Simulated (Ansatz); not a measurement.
Question: Name a neutral molecule of B, C, F, O and H with HOMO–LUMO gap (ωB97M-V/def2-TZVPP) between 14.10 and 14.40 eV and LUMO energy (PBE/def2-TZVPP) between -0.25 and 0.05 eV (Ansatz, PBE0-D4/def2-TZVP geometry).

Answer: `CB(O)F` (14.29 eV, -0.05 eV). Other molecules can fit too; these were computed, each in one conformer that needn't be the lowest.
